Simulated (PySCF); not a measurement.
Start geometry of H8N4Sn2 (Sn2(NH2)4) from GFN2-xTB (Å):
```
atom  x, y, z in Å
Sn1   -0.7895   -0.4240    1.5693
N2    -2.5410    0.7282    1.0105
N3    -0.5247   -1.2799   -0.5757
Sn4    0.9006    0.3589   -1.5422
N5     2.5004   -0.7285   -1.0876
N6     0.4535    1.2638    0.5888
H7    -3.4141    0.4318    1.3094
H8    -2.5668    1.1106    0.0574
H9     0.0624   -2.1183   -0.4535
H10   -1.3247   -1.5130   -1.0161
H11    3.3838   -0.4221   -1.3779
H12    2.6685   -1.0574   -0.0987
H13   -0.1113    2.1660    0.5527
H14    1.2834    1.4402    1.1070
```

Q: What comes out of this run: PBE0-D3(BJ)/def2-SVP geometry optimisation, gas phase, def2 core potentials past Kr in PySCF?

A: 
```
atom  x, y, z in Å
Sn1   -0.832   -0.386    1.512
N2    -2.475    0.696    0.858
N3    -0.448   -1.223   -0.558
Sn4    0.827    0.381   -1.502
N5     2.472   -0.704   -0.858
N6     0.446    1.218    0.569
H7    -3.368    0.522    1.309
H8    -2.638    0.845   -0.136
H9     0.109   -2.081   -0.562
H10   -1.319   -1.437   -1.047
H11    3.362   -0.517   -1.312
H12    2.642   -0.863    0.133
H13   -0.112    2.075    0.577
H14    1.316    1.430    1.061
```

The energy falls by 16.2 kcal/mol over 11 energy and gradient evaluations, the largest force component goes from 0.0959 to 3.9e-04 Eh/bohr, and the atoms move by 0.146 Å rms after alignment. The bond that changes most is N3–Sn4 (ends: nitrogen bonded to 2 Sn and 2 H; tin bonded to 3 N), which shortens by 0.121 Å. Bonds longer at the end by more than 0.005 Å: 5 of 14; shorter: 9. Among the angles that change most is Sn1–N3–H9, from 104.8° to 114.0°. Among the dihedrals that turn most is N3–Sn1–N2–H8, from -34° to -15°. Rotational constants go from 2433, 501.6, 477.0 to 2493, 538.5, 507.5 MHz. The orientation of the end geometry is arbitrary; only internal coordinates are fixed.

The run used 148 basis functions and 78 SCF cycles in all. Time: 3.4 min of wall time; peak memory 0.59 GiB. Hardware: one thread of an Intel Xeon Platinum 8259CL at 2.50 GHz, no GPU, on a shared host.

Whether it is a minimum is left open (no frequencies). One conformer, not necessarily the lowest.
